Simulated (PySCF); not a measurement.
Level of theory: B3LYP-D3(BJ)/def2-TZVP // TPSS-D3(BJ)/def2-SVP run with PySCF. Gas-phase values, no solvent. One relaxed conformer stands for a flexible species; it need not be the lowest. B3LYP has the VWN-RPA correlation part, as in Gaussian. 

Reference species: [Nb(=O)(OH)3] (neutral, multiplicity 1).

```
Quantity                                 Result
-------------------------------------  --------
HOMO                                   -9.02 eV
charge on the central atom (Mulliken)    1.78 e
```

Changed species: [Nb(=O)(F)3] (X = F; the reference has X = OH).

Task: Give the shifts of the HOMO and charge on the central atom (Mulliken).

Result: the HOMO drops by 1.33 eV, to -10.35 eV; the charge on the central atom (Mulliken) rises by 0.10 e, to 1.88 e.
